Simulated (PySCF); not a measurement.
# Working out the excitation energy of Be

Be [He] 2s2 (1S) → Be [He] 2s1 3d1 (3D). Calculation: PySCF 2.14, in aug-pcseg-2 (5s3p2d, 24 functions); the non-relativistic Hamiltonian (point nucleus). Frozen: 1s2. Energies in hartree (1 hartree = 27.21139 eV):

```csv
part,Be (lower),Be (upper)
UHF,-14.570211,-14.308202
MP2 opposite-spin,-0.024300,0.000000
MP2 same-spin,0.000000,-0.000855
```

Question: What does Hartree-Fock give?

Answer: (-14.308202) − (-14.570211) = 0.262009 hartree = 7.130 eV.

Question: What do MP2 and SCS-MP2 (6/5 opposite-spin, 1/3 same-spin) give?

Answer: The opposite-spin parts differ by 0.661 eV and the same-spin parts by -0.023 eV. MP2: 7.130 + (0.661) + (-0.023) = 7.768 eV. SCS-MP2: 7.130 + 1.2 × (0.661) + (-0.023)/3 = 7.916 eV.
